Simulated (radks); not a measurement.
Values are calculated unless marked as measured or tabulated.
All-electron atom: Pt37+ in [Kr] 4d5 (the NIST ground configuration).

Level of theory: scalar-relativistic Kohn-Sham, LDA (Slater exchange, Perdew-Wang correlation), spin-polarised, spherical densities, finite nucleus; open shells are filled with parallel spins first (spin-orbit coupling, left out, can overturn this in heavy ions); Fermi nuclear charge, rms radius 5.427 fm (a radial shooting solver on a logarithmic mesh with Libxc functionals).

Energy parts (eV):
total: -478764.17
kinetic: 536103.94
electron-nucleus: -1121076.12
Hartree: 113828.70
exchange-correlation: -7620.69

Orbitals (lengths in bohr, moments of r in powers of bohr; <r^-3> diverges for s and p1/2):
orbital  occ.  eigenvalue (eV)  <r^-3>  <1/r>       <r^4>      <r^2>
1s up       1        -79914.01       -  93.83   4.531e-07  0.0004068
1s down     1        -79913.75       -  93.83   4.531e-07  0.0004068
2s up       1        -15352.39       -  22.00  0.00006667   0.006209
2s down     1        -15346.77       -  22.00  0.00006666   0.006208
2p up       3        -13525.58   24210  19.66  0.00005363   0.005203
2p down     3        -13520.81   24220  19.66  0.00005361   0.005202
3s up       1        -4789.459       -  8.222    0.002332    0.03948
3s down     1        -4785.607       -  8.225    0.002324    0.03943
3p up       3        -4256.073    5622  7.535    0.002515    0.04025
3p down     3        -4251.985    5626  7.538    0.002504    0.04018
3d up       5        -3685.614   704.5  7.096    0.001892    0.03308
3d down     5        -3680.467   704.5  7.097    0.001885    0.03305
4s up       1        -2087.945       -  3.867     0.03744     0.1640
4s down     1        -2074.801       -  3.865     0.03756     0.1642
4p up       3        -1893.914    1732  3.586     0.04418     0.1769
4p down     3        -1880.980    1727  3.581     0.04441     0.1773
4d up       5        -1671.618   209.3  3.349     0.04695     0.1791
4d down     0        -1658.676   208.9  3.346     0.04729     0.1796
5s up       0        -1155.326       -  2.186      0.3295     0.4962
5s down     0        -1149.080       -  2.176      0.3342     0.4998
5p up       0        -1069.266   721.7  2.055      0.3934     0.5405
5p down     0        -1063.532   714.5  2.045      0.3996     0.5447

The highest occupied level is 4d up at -1671.6 eV. For comparison, the ionisation energy in NIST's Atomic Spectra Database is 1680 eV (theoretical). In exact Kohn-Sham theory the highest level is minus the ionisation energy, but local and semilocal functionals leave it too shallow, through self-interaction and a potential that decays too fast; potentials with the right tail come closer.
